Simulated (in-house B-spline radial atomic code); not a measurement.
## RPA and G0W0 on BHandHLYP: Cd XIII (Cd12+)

Configuration [Ar] 3d10 4s2 4p6, mean-field start BHandHLYP. Computed with an all-electron radial atomic-structure program (B-spline basis): all electrons, non-relativistic, point nucleus, each spin shell either full or empty, empty states to l = 9 with an (l + 1/2)⁻⁴ tail; G0W0 by contour deformation at full frequency.

Without relativity these are model numbers: it shifts the levels of so heavy an element strongly and can reorder them.

Command:
```bash
python run_gw.py task.json out
```
Settings (radii: box in bohr, nucleus in fm):
```
Z                        48
electrons                36
configuration            [Ar] 3d10 4s2 4p6
hamiltonian              nr
method                   bhandhlyp
lmax                     9
spin_polarised           False
box_radius               5.84
intervals                49
```

Cost of the run: 1.2 s on 1 thread of Arm Neoverse V2, on a shared host.

Energies (hartree):

```json
{"term": "mean-field total", "value": "-5421.30724"}
{"term": "Hartree-Fock functional on these orbitals", "value": "-5419.40525"}
{"term": "direct second order", "value": "-2.9937"}
{"term": "second-order exchange", "value": "0.85516"}
{"term": "SOSEX correction", "value": "0.81001"}
```

Question: What is the RPA correlation energy, and what remains with SOSEX?

Answer: RPA gives -2.7291 hartree (-2.06 eV per electron); RPA + SOSEX gives -1.9191, and the second-order doubles -2.1385 hartree (no singles). SOSEX takes back 30 % of the RPA value.

Quasi-particle levels (eV):

```tsv
level	occupied	mean field	Σx - vxc	Σc	QP weight	G0W0
4p	yes	-299.86	-5.48	?	?	?
4s	yes	-339.79	-9.47	5.54	0.883	-343.72
3d	yes	-677.08	-17.84	5.79	0.960	-689.13
4d	no	-225.11	7.53	-2.74	0.980	-220.32
```

G0W0 = mean field + (Σx - vxc) + Σc, with Σc (partial-wave tail included) taken at the quasi-particle energy. Only the outer levels were computed. Levels of low weight are left out.

Question: Where does G0W0 put 4p?

Answer: At -306.41 eV, with Σc = -1.06 eV and a quasi-particle weight of 0.975. The tabulated removal energy is 305 ± 3 eV (NIST, tabulated theory); the calculation leaves out relativity, Breit and QED terms, and what these don't explain is the method's own error.
